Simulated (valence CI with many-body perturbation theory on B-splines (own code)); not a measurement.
Zn²³⁺: magnetic and hyperfine properties of the levels

Calculated by relativistic CI+MBPT: five valence electrons over a frozen Dirac-Fock core [He], a basis of 11 s, 11 p, 10 d, 8 f, 5 g, 2 h functions for each j, with the one-electron correlation potential Σ1, the two-electron term Σ2, the three-electron term Σ3, Breit, model QED; selected CI, second order for the rest, scaled by the run's own slope (own B-spline code, finite nucleus).

No measured spectrum was set against this ion. As an estimate, levels of excited configurations hold to 0.05 to 0.15 % of their energy, terms of the ground configuration to about 0.5 %. Among the levels kept, up to 5500 cm⁻¹ of a level comes from second order outside the variational space, and about a tenth of that is noise between levels of different J, which matters for small intervals.

A/g_I is the dipole constant over the nuclear g factor μ/I (μ in nuclear magnetons, uniformly magnetised nucleus), B/Q the quadrupole constant per barn. Both hold the static response of the core; the bare values leave it out. Large factors of s and p1/2 electrons are usually good to 5 to 10 %; those of open d and f shells near neutrality can be off by tens of per cent, and small factors of p3/2, d and f electrons come from cancelling terms and can be off by a factor of two or in sign, in half-filled shells by more. B is blank for J = 1/2, where it vanishes, and for nearly pure S terms. Energies count from the lowest level.

Levels are named by their leading jj configuration (3d3/2^4 stands for four electrons in 3d with j = 3/2), which in mixed levels can hold well under half, so a name can repeat and another be missing. Letters in brackets count levels of one name in rising energy.

```
                             Level  E (× 10³ cm⁻¹)      g  A/g_I (MHz)  A/g_I bare  B/Q (MHz/b)  B/Q bare
        (2s^2 2p1/2^2 2p3/2) J=3/2            0.00  1.763        19500       24200        26700     26800
        (2s^2 2p1/2 2p3/2^2) J=3/2          187.96  1.128        26000       27100        65700     65900
        (2s^2 2p1/2 2p3/2^2) J=5/2          254.31  1.195        83200       84300         -588      -590
        (2s^2 2p1/2 2p3/2^2) J=1/2          357.37  0.659       240000      237000                       
              (2s^2 2p3/2^3) J=3/2          500.70  1.230        47400       49000       -93300    -93600
        (2s 2p1/2^2 2p3/2^2) J=5/2          956.72  1.572       186000      185000        69000     69300
      (2s 2p1/2 2p3/2^3) J=3/2 [a]          1084.8  1.684       124000      126000       -64200    -64500
    (2s 2p1/2^2 2p3/2^2) J=1/2 [a]          1110.6  2.578       444000      441000                       
      (2s 2p1/2 2p3/2^3) J=3/2 [b]          1328.8  0.905       -32400      -29600       -92000    -92300
          (2s 2p1/2 2p3/2^3) J=5/2          1372.3  1.219       227000      223000      -150000   -151000
    (2s 2p1/2^2 2p3/2^2) J=1/2 [b]          1517.1  1.611       342000      336000                       
      (2s 2p1/2 2p3/2^3) J=3/2 [c]          1579.5  1.265        12500       17000        58400     58600
                (2s 2p3/2^4) J=1/2          1767.4  1.133       476000      462000                       
           (2p1/2^2 2p3/2^3) J=3/2          2452.4  1.329        39700       43400       -79300    -79600
             (2p1/2 2p3/2^4) J=1/2          2657.4  0.659       241000      236000                       
           (2s^2 2p1/2^2 3s) J=1/2           10010  2.215       192000      190000                       
   (2s^2 2p1/2 2p3/2 3s) J=3/2 [a]           10156  1.698        56900       58400        56600     56900
       (2s^2 2p1/2 2p3/2 3s) J=1/2           10189  1.130       -60500      -56100                       
       (2s^2 2p1/2 2p3/2 3s) J=5/2           10217  1.460       108000      109000        -1160     -1150
   (2s^2 2p1/2 2p3/2 3s) J=3/2 [b]           10247  1.102        74100       76400         6270      6300
        (2s^2 2p1/2^2 3p1/2) J=1/2           10253  0.696        65100       64400                       
        (2s^2 2p1/2^2 3p3/2) J=3/2           10333  1.342        12500       13500        20900     20900
    (2s^2 2p1/2 2p3/2 3p1/2) J=1/2           10397  1.523       -25700      -21400                       
(2s^2 2p1/2 2p3/2 3p1/2) J=3/2 [a]           10428  1.197        58100       59400        -9380     -9410
           (2s^2 2p3/2^2 3s) J=5/2           10432  1.332        86500       86700        83300     83600
           (2s^2 2p3/2^2 3s) J=3/2           10450  1.052        21600       24000        36300     36400
(2s^2 2p1/2 2p3/2 3p3/2) J=5/2 [a]           10461  1.318        37500       39100        34400     34500
    (2s^2 2p1/2 2p3/2 3p1/2) J=5/2           10474  1.352        45000       46600        48700     48900
(2s^2 2p1/2 2p3/2 3p3/2) J=1/2 [a]           10480  2.067       -57700      -53100                       
(2s^2 2p1/2 2p3/2 3p3/2) J=3/2 [a]           10502  1.220        58600       59000       -43300    -43400
    (2s^2 2p1/2 2p3/2 3p3/2) J=7/2           10525  1.335        53100       54500        15200     15300
(2s^2 2p1/2 2p3/2 3p1/2) J=3/2 [b]           10542  1.741        62400       65300        18700     18700
(2s^2 2p1/2 2p3/2 3p3/2) J=3/2 [b]           10571  1.230        28900       31000        33600     33700
(2s^2 2p1/2 2p3/2 3p3/2) J=5/2 [b]           10591  1.193        67400       68300        13300     13400
           (2s^2 2p3/2^2 3s) J=1/2           10593  1.982       206000      202000                       
        (2s^2 2p1/2^2 3d3/2) J=3/2           10609  0.721        10500        9980          623       685
(2s^2 2p1/2 2p3/2 3p3/2) J=1/2 [b]           10631  0.834       187000      186000                       
        (2s^2 2p1/2^2 3d5/2) J=5/2           10649  1.187         1990        2140         2040      2130
       (2s 2p1/2^2 2p3/2 3s) J=5/2           10706  1.907       187000      188000         8700      8730
        (2s^2 2p3/2^2 3p1/2) J=3/2           10724  1.228        59200       60300        54800     55000
```

Q: Take the isotope of mass number 67, with I = 5/2, μ = 0.87485 μN and Q = 0.122 b. What is the hyperfine structure of (2s 2p1/2 2p3/2^3) J=3/2 [a]?

A: From the table A = 43300 MHz, B = -7840 MHz. Shifts from the centre of gravity in MHz: F = 1: -233000, F = 2: -140000, F = 3: -6510, F = 4: 160000.
